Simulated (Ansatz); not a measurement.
Harmonic vibrations of AsP3SOO nortricyclane (AsP3SO2) by finite differences.

```yaml
crystal:
  periodic: [false, false, false]
  atoms:
    - {symbol: As, position_ang: [-0.204130, -1.634442, 0.151859]}
    - {symbol: S, position_ang: [-1.991247, -0.284772, -0.136631]}
    - {symbol: P, position_ang: [-0.931405, 1.531045, -0.235875]}
    - {symbol: P, position_ang: [1.006851, 0.794409, -1.153037]}
    - {symbol: O, position_ang: [0.758520, -0.850565, -1.158491]}
    - {symbol: P, position_ang: [0.817566, 1.028943, 1.116785]}
    - {symbol: O, position_ang: [0.543845, -0.584618, 1.415391]}
basis:
  gaussian: {orbitals: def2-SVP}
hamiltonian: {xc: pbe0, dispersion: d4}
scf: {omitted_lower_state_checks: [starts]}
phonons: {temperatures: {t_min: 298.15, t_max: 900, t_step: 200}}
```

```sh
$ ansatz run in.yaml --threads 2 --pin off --events-out ev --progress --plain --max-ram 32768MiB --backend cpu
```

Shortened log:

```
Functional definition: PBE0
mean field -103591.18673593 eV, -3806.9058959170 hartree, gradient 2.6e-5 eV, S^2 0.000000; 0 other end points of the search recorded, 0 dependent functions left out
mean field -103591.18666695 eV, -3806.9058933820 hartree, gradient 2.1e-6 eV, S^2 0.000000; 0 other end points of the search recorded, 0 dependent functions left out
mean field -103591.18670575 eV, -3806.9058948080 hartree, gradient 2.5e-6 eV, S^2 0.000000; 0 other end points of the search recorded, 0 dependent functions left out
mean field -103591.18659086 eV, -3806.9058905860 hartree, gradient 1.8e-6 eV, S^2 0.000000; 0 other end points of the search recorded, 0 dependent functions left out
mean field -103591.18671287 eV, -3806.9058950697 hartree, gradient 1.9e-6 eV, S^2 0.000000; 0 other end points of the search recorded, 0 dependent functions left out
mean field -103591.18668301 eV, -3806.9058939722 hartree, gradient 2.1e-6 eV, S^2 0.000000; 0 other end points of the search recorded, 0 dependent functions left out
mean field -103591.18667437 eV, -3806.9058936548 hartree, gradient 2.1e-6 eV, S^2 0.000000; 0 other end points of the search recorded, 0 dependent functions left out
mean field -103591.18661817 eV, -3806.9058915896 hartree, gradient 1.2e-6 eV, S^2 0.000000; 0 other end points of the search recorded, 0 dependent functions left out
mean field -103591.18675684 eV, -3806.9058966857 hartree, gradient 2.8e-6 eV, S^2 0.000000; 0 other end points of the search recorded, 0 dependent functions left out
mean field -103591.18667217 eV, -3806.9058935742 hartree, gradient 1.2e-6 eV, S^2 0.000000; 0 other end points of the search recorded, 0 dependent functions left out
mean field -103591.18671892 eV, -3806.9058952919 hartree, gradient 1.1e-6 eV, S^2 0.000000; 0 other end points of the search recorded, 0 dependent functions left out
mean field -103591.18672327 eV, -3806.9058954518 hartree, gradient 2.2e-6 eV, S^2 0.000000; 0 other end points of the search recorded, 0 dependent functions left out
mean field -103591.18673020 eV, -3806.9058957066 hartree, gradient 2.1e-6 eV, S^2 0.000000; 0 other end points of the search recorded, 0 dependent functions left out
mean field -103591.18669091 eV, -3806.9058942626 hartree, gradient 1.2e-6 eV, S^2 0.000000; 0 other end points of the search recorded, 0 dependent functions left out
mean field -103591.18668306 eV, -3806.9058939741 hartree, gradient 2.7e-6 eV, S^2 0.000000; 0 other end points of the search recorded, 0 dependent functions left out
mean field -103591.18672424 eV, -3806.9058954876 hartree, gradient 1.4e-6 eV, S^2 0.000000; 0 other end points of the search recorded, 0 dependent functions left out
mean field -103591.18664123 eV, -3806.9058924370 hartree, gradient 1.4e-6 eV, S^2 0.000000; 0 other end points of the search recorded, 0 dependent functions left out
mean field -103591.18671089 eV, -3806.9058949968 hartree, gradient 2.5e-6 eV, S^2 0.000000; 0 other end points of the search recorded, 0 dependent functions left out
mean field -103591.18671865 eV, -3806.9058952820 hartree, gradient 2.3e-6 eV, S^2 0.000000; 0 other end points of the search recorded, 0 dependent functions left out
mean field -103591.18672666 eV, -3806.9058955766 hartree, gradient 1.7e-6 eV, S^2 0.000000; 0 other end points of the search recorded, 0 dependent functions left out
mean field -103591.18667477 eV, -3806.9058936697 hartree, gradient 1.6e-6 eV, S^2 0.000000; 0 other end points of the search recorded, 0 dependent functions left out
mean field -103591.18668681 eV, -3806.9058941120 hartree, gradient 1.5e-6 eV, S^2 0.000000; 0 other end points of the search recorded, 0 dependent functions left out
mean field -103591.18661262 eV, -3806.9058913857 hartree, gradient 2.4e-6 eV, S^2 0.000000; 0 other end points of the search recorded, 0 dependent functions left out
mean field -103591.18664844 eV, -3806.9058927019 hartree, gradient 1.8e-6 eV, S^2 0.000000; 0 other end points of the search recorded, 0 dependent functions left out
mean field -103591.18673927 eV, -3806.9058960397 hartree, gradient 1.7e-6 eV, S^2 0.000000; 0 other end points of the search recorded, 0 dependent functions left out
mean field -103591.18672697 eV, -3806.9058955879 hartree, gradient 1.9e-6 eV, S^2 0.000000; 0 other end points of the search recorded, 0 dependent functions left out
mean field -103591.18668359 eV, -3806.9058939936 hartree, gradient 1.6e-6 eV, S^2 0.000000; 0 other end points of the search recorded, 0 dependent functions left out
mean field -103591.18663310 eV, -3806.9058921381 hartree, gradient 2.4e-6 eV, S^2 0.000000; 0 other end points of the search recorded, 0 dependent functions left out
mean field -103591.18667794 eV, -3806.9058937859 hartree, gradient 1.9e-6 eV, S^2 0.000000; 0 other end points of the search recorded, 0 dependent functions left out
mean field -103591.18667353 eV, -3806.9058936240 hartree, gradient 1.8e-6 eV, S^2 0.000000; 0 other end points of the search recorded, 0 dependent functions left out
mean field -103591.18670853 eV, -3806.9058949103 hartree, gradient 1.8e-6 eV, S^2 0.000000; 0 other end points of the search recorded, 0 dependent functions left out
mean field -103591.18672347 eV, -3806.9058954592 hartree, gradient 1.6e-6 eV, S^2 0.000000; 0 other end points of the search recorded, 0 dependent functions left out
mean field -103591.18668672 eV, -3806.9058941088 hartree, gradient 1.5e-6 eV, S^2 0.000000; 0 other end points of the search recorded, 0 dependent functions left out
mean field -103591.18669556 eV, -3806.9058944337 hartree, gradient 1.7e-6 eV, S^2 0.000000; 0 other end points of the search recorded, 0 dependent functions left out
mean field -103591.18660433 eV, -3806.9058910811 hartree, gradient 2.4e-6 eV, S^2 0.000000; 0 other end points of the search recorded, 0 dependent functions left out
mean field -103591.18673019 eV, -3806.9058957063 hartree, gradient 1.7e-6 eV, S^2 0.000000; 0 other end points of the search recorded, 0 dependent functions left out
mean field -103591.18664867 eV, -3806.9058927104 hartree, gradient 1.9e-6 eV, S^2 0.000000; 0 other end points of the search recorded, 0 dependent functions left out
mean field -103591.18672945 eV, -3806.9058956789 hartree, gradient 1.7e-6 eV, S^2 0.000000; 0 other end points of the search recorded, 0 dependent functions left out
mean field -103591.18669185 eV, -3806.9058942974 hartree, gradient 1.5e-6 eV, S^2 0.000000; 0 other end points of the search recorded, 0 dependent functions left out
mean field -103591.18663843 eV, -3806.9058923342 hartree, gradient 2.4e-6 eV, S^2 0.000000; 0 other end points of the search recorded, 0 dependent functions left out
mean field -103591.18667320 eV, -3806.9058936118 hartree, gradient 2.0e-6 eV, S^2 0.000000; 0 other end points of the search recorded, 0 dependent functions left out
mean field -103591.18671072 eV, -3806.9058949907 hartree, gradient 1.8e-6 eV, S^2 0.000000; 0 other end points of the search recorded, 0 dependent functions left out
mean field -103591.18666036 eV, -3806.9058931401 hartree, gradient 1.8e-6 eV, S^2 0.000000; 0 other end points of the search recorded, 0 dependent functions left out
Total energy: -103591.65489231 eV, -3806.9231003466 hartree
Atom 0 at    -0.204130    -1.634442     0.151859 Å, force    -0.002505    -0.000525    -0.000301 eV/Å
Atom 1 at    -1.991247    -0.284772    -0.136631 Å, force    -0.001286    -0.003760     0.000240 eV/Å
Atom 2 at    -0.931405     1.531045    -0.235875 Å, force     0.010237    -0.000277     0.000913 eV/Å
Atom 3 at     1.006851     0.794409    -1.153037 Å, force    -0.003116     0.003208    -0.006573 eV/Å
Atom 4 at     0.758520    -0.850565    -1.158491 Å, force     0.000165    -0.001382     0.002188 eV/Å
Atom 5 at     0.817566     1.028943     1.116785 Å, force    -0.004254     0.004290     0.005157 eV/Å
Atom 6 at     0.543845    -0.584618     1.415391 Å, force     0.000759    -0.001553    -0.001624 eV/Å
Dipole moment:     0.020941    -0.144933     0.016724 e Å
Vibrations: 199.95 285.16 299.92 337.90 349.51 355.78 367.46 396.19 402.13 482.43 509.24 560.41 619.83 760.25 813.81 cm⁻¹, zero-point energy 0.417825 eV
Checks for a lower state left out: starts
```

Run time 2.8 min (2 threads of AMD EPYC 7R13 on a shared host).
